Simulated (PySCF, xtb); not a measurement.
C4H6BrF, SMILES F/C=C/CCBr. One conformer was computed; it need not be the lowest.

Harmonic wavenumbers (cm⁻¹) from xtb with GFN2-xTB at its own minimum, in rising order: 78, 113, 121, 209, 278, 331, 540, 692, 706, 777, 965, 972, 998, 1104, 1126, 1129, 1222, 1236, 1246, 1268, 1336, 1445, 1463, 1734, 2938, 2962, 3002, 3004, 3082, 3096.

What does PySCF 2.14.0 with PBE0-D3(BJ)/def2-SVP give at its own minimum? (Estimate from the structure and the level; the computed values follow.)

87, 122, 130, 226, 291, 358, 584, 741, 748, 843, 957, 960, 996, 1120, 1152, 1212, 1235, 1270, 1290, 1345, 1380, 1454, 1466, 1789, 3058, 3102, 3111, 3186, 3198, 3219. Paired by order, the mean absolute difference is 50 cm⁻¹ and the zero-point energies are 56.0 and 58.1 kcal/mol.
